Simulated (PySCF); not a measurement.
Lowest empty level (eV) of eight silicon and germanium compounds: PBE beside B3LYP, computed with PySCF for isolated molecules in the bases named; differences from unrounded values. The eight are the first of their class met in an unordered collection, after screening for sound electronic states; none was chosen by its value. Each molecule has one DFT geometry for both levels.

```csv
molecule,basis,B3LYP,PBE,difference
"CH7ClN2Si, SMILES [Si@H](CN)(N)Cl",def2-TZVP,0.22,-0.29,-0.51
"Si(Cl)(H)2(OAc) (C₂H₅ClO₂Si), SMILES CC(=O)O[SiH2]Cl",def2-TZVP,-0.62,-1.45,-0.84
"CH9FOSi3, SMILES [SiH2]([SiH2]O[SiH2]F)C",def2-TZVP,-0.63,-1.31,-0.68
"C2H5NO2Si, SMILES C1[Si@@H](O)OCN=1",def2-TZVP,-1.38,-2.16,-0.78
"C4H8OSi, SMILES C=C([SiH3])CC=O",def2-TZVP,-1.31,-2.18,-0.87
"CH₆ClFSi₂, SMILES F[SiH2]C[SiH2]Cl",def2-TZVP,-0.28,-0.97,-0.69
"chloro(silylmethyl)silane (CH7ClSi2), SMILES Cl[SiH2]C[SiH3]",def2-TZVP,-0.04,-0.71,-0.67
"Si(F)3(GeH3) (F₃GeH₃Si), SMILES F[Si](F)(F)[GeH3]",def2-TZVP,-0.36,-0.99,-0.63
```

PBE lies below B3LYP in 8 and above it in 0 of the eight; the mean signed difference is -0.71 and the largest -0.87 eV.
